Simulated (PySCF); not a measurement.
Structure elucidation problem

Molecular formula: C5H11NOSi2. Simulated spectra:

¹H NMR (600 MHz, computed): δ 7.68 (m, 1H), 6.48 (m, 1H), 5.32 (s, 2H), 4.33 (s, 3H), 2.29 (s, 3H), -0.67 (br s, 1H).

¹³C{¹H} NMR (computed): δ 152.9, 150.4, 143.3, 118.3, 12.7.

PySCF 2.14.0 with density-fitted response routines calculation with coordinates at the PBE0-D3(BJ)/def2-SVP level and PBE0/pcSseg-1 with gauge-including orbitals; averaged over atoms made equivalent by symmetry, fast rotation or ring inversion, isolated molecule, non-relativistic, single conformer.

Shifts are taken against calculated references (same method and geometry level): ¹H and ¹³C vs TMS.

Which candidate is it?
A. Cc1ccoc1[SiH2]N[SiH3]
B. C[SiH2][Si@@H](N)c1ccco1
C. N#C[C@@H]1CC[C@@H]1[SiH2]O[SiH3]

Answers

A. 

- Rings plus π bonds: 3 (1 ring in the answer).
- 5 carbon signals for 5 carbons: no two carbons are equivalent.
- Carbon types of the structure: 2 × C, 2 × CH, 1 × CH3, leaving 6 H on heteroatoms.
- δC 152.9: aromatic CH next to the ring oxygen.
- δC 150.4: substituted aromatic carbon next to the ring oxygen.
- δC 143.3: substituted aromatic carbon.
- δC 118.3: aromatic CH.
- δH 7.68: hydrogen on an aromatic CH next to the ring oxygen; the ring current deshields protons in the ring plane.

The others: N#C[C@@H]1CC[C@@H]1[SiH2]O[SiH3] would give 9 signals for carbon-bound and other non-exchanging H, not 5; C[SiH2][Si@@H](N)c1ccco1 would give 7 signals for carbon-bound and other non-exchanging H, not 5.

OH/NH shifts are gas-phase values; hydrogen bonding in solution moves them, usually downfield. Shifts are as computed. Against solution values, carbons near 30 ppm lie about +2 ppm off and those near 130 ppm about +5 ppm. Of 1211 compounds with measured shifts, 218 miss one by over three times the rms of a fit or turn the order of signals round; such compounds aren't used in these exercises. Multiplicities follow the n + 1 count of equivalent neighbours, as no J values were calculated; m marks all less simple cases, F and P coupling included.
